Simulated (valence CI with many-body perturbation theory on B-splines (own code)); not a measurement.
# Er36+: one-electron terms

Calculated by relativistic CI+MBPT: four valence electrons over a frozen Dirac-Fock core [Ar] 3d10, radial functions for each j: 11 s, 11 p, 10 d, 8 f, 5 g, 2 h, with the one-electron correlation potential Σ1 (screened to all orders), the two-electron term Σ2, the three-electron term Σ3, Breit, model QED; selected single and double excitations, second order for the rest, scaled by the run's own slope (own B-spline code, finite nucleus).

The last digits are not significant, and no measured levels were compared; by estimate large intervals hold to a few tenths of a per cent, small ones and those within an open d or f shell to about a per cent. Among the levels kept, up to 390 cm⁻¹ of a level comes from second order outside the variational space, and about a tenth of that is noise between levels of different J, which matters for small intervals.

These are the spectroscopic orbitals of the CI (the correlating ones are not listed), shaped by the core and the other valence electrons. h is the expectation value of the core's Dirac-Fock operator, without the valence repulsion; Σ1 is computed up to l = 3 at one energy for each symmetry, that of its lowest orbital but kept below the first core excitation, so for empty shells it is not the orbital's own correlation shift; Breit and QED include the response of the core, and the two lowest orbitals of each symmetry also the frequency dependence of Breit exchange, which makes a step in that column.

```tsv
Orbital	h (hartree)	Σ1 (cm⁻¹)	Breit (cm⁻¹)	QED (cm⁻¹)	⟨r⟩ (bohr)
4s1/2	-68.322	-13867	9673	7291	0.4514
5s1/2	-40.711	-4991	4286	3294	0.7616
6s1/2	-27.041	-2409	2224	1741	1.156
7s1/2	-19.269	-1370	1318	1036	1.629
8s1/2	-14.426	-859	846	667	2.183
9s1/2	-11.204	-575	575	454	2.819
4p1/2	-65.246	-14574	15123	116	0.4497
5p1/2	-39.219	-5304	6760	58.0	0.7695
6p1/2	-26.216	-2612	3593	32.5	1.170
7p1/2	-18.766	-1501	2151	20.0	1.652
8p1/2	-14.097	-947	1390	13.1	2.214
9p1/2	-10.978	-638	950	9.1	2.857
4p3/2	-62.85	-12857	9114	796	0.4683
5p3/2	-38.103	-4877	4105	366	0.7932
6p3/2	-25.605	-2446	2362	199	1.199
7p3/2	-18.396	-1419	1421	120	1.686
8p3/2	-13.856	-901	921	78.2	2.253
9p3/2	-10.811	-610	631	53.7	2.901
4d3/2	-58.006	-14392	6618	-376	0.4580
5d3/2	-35.802	-5410	3052	-165	0.7977
6d3/2	-24.336	-2738	1671	-88.7	1.216
7d3/2	-17.621	-1598	1016	-53.3	1.716
8d3/2	-13.348	-1020	664	-34.6	2.296
4d5/2	-57.493	-13743	4093	-93.5	0.4631
5d5/2	-35.555	-5176	1821	-34.8	0.8039
6d5/2	-24.198	-2621	997	-16.9	1.224
7d5/2	-17.536	-1531	601	-9.5	1.724
8d5/2	-13.292	-978	391	-5.9	2.306
4f5/2	-52.32	-13779	2423	-215	0.4278
5f5/2	-33.261	-4477	1069	-103	0.7850
6f5/2	-22.956	-2214	568	-57.8	1.219
7f5/2	-16.784	-1292	340	-35.6	1.733
4f7/2	-52.199	-13312	882	-120	0.4297
5f7/2	-33.191	-4326	399	-54.7	0.7873
6f7/2	-22.914	-2144	218	-29.9	1.222
7f7/2	-16.756	-1253	132	-18.2	1.736
5g7/2	-32.063		84.0	-20.6	0.7224
6g7/2	-22.275		71.0	-14.5	1.163
7g7/2	-16.361		51.1	-10.0	1.686
5g9/2	-32.036		-17.9	-0.1	0.7234
6g9/2	-22.259		-14.3	-2.5	1.165
7g9/2	-16.351		-10.7	-2.4	1.687
6h9/2	-22.138				1.048
6h11/2	-22.127				1.049
```

Among the shells of the start configuration 4s2 4p2, Σ1 is largest in size for 4p1/2, where it is 0.10 % of h.

Lowest root of each symmetry, sizes in configuration state functions:

```tsv
J	Parity	Roots	Reference	Variational	Second order	Change by selected CI (cm⁻¹)	Change by second order (cm⁻¹)
0	even	12	43	20877	77742	-4753	-1
1	even	18	88	31997	211546	-4127	-23
2	even	27	127	31997	367024	-4724	-89
3	even	19	108	31999	390231	-5369	-117
4	even	13	91	31998	453879	-4652	-139
5	even	4	52	31998	355914	-4947	-30
0	odd	10	43	24879	71831	-5880	-1
1	odd	23	115	32000	274031	-5489	-40
2	odd	30	147	31997	415399	-4336	-98
3	odd	25	140	32000	528168	-3986	-174
4	odd	17	108	31996	454284	-6006	-176
5	odd	7	67	31998	399432	-7549	-114
6	odd	2	32	24225	240232	-9523	-37
```
